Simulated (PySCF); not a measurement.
Compound: C6H11FSi.
Cartesian coordinates in Å at the GFN2-xTB level; atoms count from 1:
```xyz
19
C6H11FSi angstrom
C      2.5766   -0.5709   -0.0355
C      1.4458    0.4358   -0.2193
C      0.2397    0.1631    0.6930
C     -0.4439   -1.1304    0.3450
C     -1.6763   -1.1126   -0.1344
C     -2.3556    0.2122   -0.3043
F     -3.6075    0.1952    0.3106
Si    -1.1504    1.4715    0.5148
H      2.2676   -1.5668   -0.3427
H      2.8868   -0.6104    1.0071
H      3.4371   -0.2841   -0.6364
H      1.8251    1.4366   -0.0003
H      1.1173    0.4266   -1.2611
H      0.6190    0.0913    1.7180
H      0.0965   -2.0550    0.4868
H     -2.2287   -2.0040   -0.3920
H     -2.5725    0.4035   -1.3630
H     -0.8062    2.5635   -0.3969
H     -1.6801    1.9442    1.7907
```

Computed, not measured: PySCF 2.14.0, density-fitted response routines, TDDFT PBE0/def2-SVPD, vertical, gas phase, core orbitals frozen in the response.

Transition dipole moments from the ground state, in atomic units and in the frame of the coordinates above (overall signs are arbitrary), for the states with f of 0.002 or more among the lowest 6:

```csv
state,E (eV),μx,μy,μz
S1,6.162,0.374,-0.168,0.146
S2,6.654,-0.248,0.071,0.027
S3,6.790,0.608,0.041,0.254
S4,6.947,-0.439,0.014,0.074
S5,7.293,0.481,-0.416,-0.016
S6,7.389,0.202,0.221,0.025
```

(1) Work out the oscillator strengths.

(2) Which bond between heavy atoms lies closest to the direction of the S3 transition dipole?

(3) What angle do the transition dipoles of S1 and S2 make?

Results:

(1) f = (2/3) ΔE |μ|² with ΔE in hartree (27.2114 eV).

```json
{"state": "S1", "|μ|² (au)": "0.190", "|μ| (D)": "1.11", "f": "0.029"}
{"state": "S2", "|μ|² (au)": "0.067", "|μ| (D)": "0.66", "f": "0.011"}
{"state": "S3", "|μ|² (au)": "0.436", "|μ| (D)": "1.68", "f": "0.073"}
{"state": "S4", "|μ|² (au)": "0.198", "|μ| (D)": "1.13", "f": "0.034"}
{"state": "S5", "|μ|² (au)": "0.405", "|μ| (D)": "1.62", "f": "0.072"}
{"state": "S6", "|μ|² (au)": "0.090", "|μ| (D)": "0.76", "f": "0.016"}
```

(2) C4–C5, at 5° from it; next C6–Si8 at 39°.

(3) |cos θ| = |μa·μb| / (|μa| |μb|) = 0.89, so θ ≈ 27° (taken between 0 and 90°, since the signs are arbitrary).

One conformer stands for the species.
